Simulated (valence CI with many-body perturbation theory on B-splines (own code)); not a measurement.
## Zr I: electric-dipole lines

Level of theory: relativistic CI+MBPT: four valence electrons over a frozen Dirac-Fock core [Kr], radial functions for each j: 7 s, 7 p, 8 d, 6 f, 4 g, 1 h, with the one-electron correlation potential Σ1 (screened to all orders), the two-electron term Σ2, the three-electron term Σ3, Breit, model QED; selected single and double excitations, second order for the rest, scaled by the run's own slope (own B-spline code, finite nucleus).

Against 57 measured levels this calculation errs by 267 cm⁻¹ on average and by 575 at most. These come from a selection out of the NIST Handbook of Basic Atomic Spectroscopic Data. Levels without a partner in it may be off by more, other configurations by 1,000 to 4,000 cm⁻¹. Among the levels kept, up to 710 cm⁻¹ of a level comes from second order outside the variational space, and about a tenth of that is noise between levels of different J, which matters for small intervals. 5 measured levels below the end of the list, from 13142 cm⁻¹ on, found no clear computed partner, and computed levels of the same name lie up to 8006 cm⁻¹ from them.

Lines 201 to 250 of 579 in falling wavelength, among levels below 36270 cm⁻¹, chosen from the strongest by gf and those to the six lowest levels. Wavelengths and rates use the calculated energies, so an error of 300 cm⁻¹ moves a line at 5490 Å by 1.6 % and its rate by three times that or more. Electric multipoles are in the length gauge, E1 and E2 with the static RPA response of the core. Weak lines are less certain than strong ones. Lines between different terms over intervals too small for the method are left out, as are lines whose strength nearly cancels. Where a level lies close to another of its J and parity, the split of strength between their lines is uncertain. The highest levels of a list are the least certain.

Names give the largest LS component (configuration and term), which can be under half, so a name can repeat, a term be missing and a line seem to break the LS rules; names also repeat where a configuration has a term twice. Letters in brackets count levels of one name in rising energy.

```tsv
λ vac (Å)	Upper	Lower	A (s⁻¹)	S (a.u.)
5490	4d²5s6s ⁵F_5	4d²5s5p ⁵F°_5	2.82e+07	2.53e+01
5476	4d²5s6s ⁵F_2	4d²5s5p ⁵F°_2	1.07e+07	4.32e+00
5476	4d³5p ³H°_4 [b]	4d³5s ¹G_4	1.64e+06	1.19e+00
5475	4d²5s6s ⁵F_4	4d²5s5p ³F°_4 [a]	4.61e+06	3.36e+00
5451	4d²5s6s ⁵F_1	4d²5s5p ⁵F°_1	1.48e+07	3.54e+00
5450	4d²5s5p ³D°_1 [b]	4d²5s² ³P_0	4.58e+06	1.10e+00
5445	4d²5s5p ¹G°_4	4d²5s² ¹G_4	4.40e+06	3.15e+00
5431	4d²5s5p ⁵S°_2	4d²5s² ³P_1	6.26e+05	2.47e-01
5425	4d³5p ¹D°_2	4d³5s ³P_2 [a]	7.87e+06	3.10e+00
5419	4d³5p ³P°_1	4d³5s ³P_2 [a]	1.89e+07	4.45e+00
5418	4d²5s6s ³F_2	4d²5s5p ³D°_1 [a]	3.34e+06	1.31e+00
5414	4d³5p ³F°_4	4d³5s ³D_3 [a]	1.87e+06	1.32e+00
5413	4d³5p ³D°_2 [a]	4d²5s² ³P_1	3.93e+06	1.54e+00
5404	4d⁴ ³F_3 [b]	4d5s²5p ¹D°_2	2.94e+06	1.60e+00
5401	4d²5s6s ⁵F_2	4d²5s5p ⁵F°_1	7.14e+06	2.77e+00
5398	4d²5s6s ⁵F_3	4d²5s5p ⁵F°_2	8.55e+06	4.65e+00
5387	4d²5s6s ⁵F_4	4d²5s5p ⁵F°_3	7.28e+06	5.06e+00
5377	4d⁴ ³F_4 [b]	4d²5s5p ⁵F°_4	1.87e+06	1.29e+00
5371	4d³5p ³D°_2 [a]	4d²5s² ¹D_2 [a]	2.51e+06	9.60e-01
5364	4d²5s6s ⁵F_5	4d²5s5p ⁵F°_4	4.30e+06	3.60e+00
5337	4d²5s5p ³F°_2 [b]	4d²5s² ³P_1	1.13e+06	4.25e-01
5335	4d³5p ³P°_2	4d³5s ³P_2 [a]	3.26e+07	1.22e+01
5327	4d²5s5p ¹F°_3 [b]	4d²5s² ¹D_2 [b]	2.07e+06	1.08e+00
5325	4d³5p ³G°_4	4d³5s ³G_3	3.18e+06	2.14e+00
5322	4d³5p ³P°_0	4d³5s ³P_1 [a]	5.06e+07	3.77e+00
5297	4d²5s5p ⁵D°_2 [b]	4d²5s² ³P_1	6.31e+05	2.31e-01
5278	4d³5p ³G°_5	4d³5s ³G_5	2.24e+06	1.79e+00
5270	4d³5p ¹D°_2	4d³5s ³P_1 [a]	2.86e+06	1.03e+00
5264	4d³5p ³P°_1	4d³5s ³P_1 [a]	1.63e+07	3.53e+00
5262	4d²5s5p ¹F°_3 [a]	4d²5s² ¹D_2 [a]	3.78e+06	1.90e+00
5248	4d³5p ³G°_5	4d³5s ³G_4	8.93e+06	7.01e+00
5232	4d³5p ³G°_4	4d³5s ³F_4 [a]	5.22e+06	3.32e+00
5212	4d⁴ ³F_3 [b]	4d²5s5p ³F°_3 [a]	4.39e+06	2.15e+00
5210	4d³5p ³G°_3	4d³5s ³F_3 [a]	5.37e+06	2.62e+00
5191	4d³5p ³P°_1	4d³5s ³P_0 [a]	2.28e+07	4.72e+00
5184	4d³5p ³P°_2	4d³5s ³P_1 [a]	1.50e+07	5.15e+00
5159	4d²5s5p ⁵D°_3 [b]	4d²5s² ¹D_2 [a]	4.24e+05	2.01e-01
5130	4d²5s6s ⁵F_5	4d²5s5p ⁵G°_6	4.58e+07	3.36e+01
5128	4d²5s6s ³F_2	4d²5s5p ³F°_2 [a]	5.61e+06	1.87e+00
5118	4d³5p ³G°_3	4d³5s ³F_2 [a]	4.45e+07	2.06e+01
5112	4d³5p ³G°_4	4d³5s ³F_3 [a]	4.14e+07	2.46e+01
5108	4d³5p ³G°_5	4d³5s ³F_4 [a]	3.70e+07	2.68e+01
5096	4d³5p ³D°_3 [b]	4d³5s ³P_2 [a]	9.27e+06	4.24e+00
5091	4d³5p ³H°_4 [a]	4d³5s ³H_4	2.26e+07	1.33e+01
5089	4d²5s6s ⁵F_4	4d²5s5p ⁵G°_5	3.95e+07	2.31e+01
5085	4d³5p ³H°_5 [a]	4d³5s ³H_5	2.27e+07	1.62e+01
5083	4d³5p ³D°_2 [b]	4d³5s ³P_2 [a]	4.54e+06	1.47e+00
5081	4d²5s5p ¹F°_3 [b]	4d²5s² ¹D_2 [a]	1.62e+06	7.36e-01
5037	4d²5s6s ⁵F_3	4d²5s5p ⁵G°_4	3.67e+07	1.62e+01
5036	4d³5p ³H°_5 [a]	4d³5s ³H_4	1.58e+06	1.10e+00
```
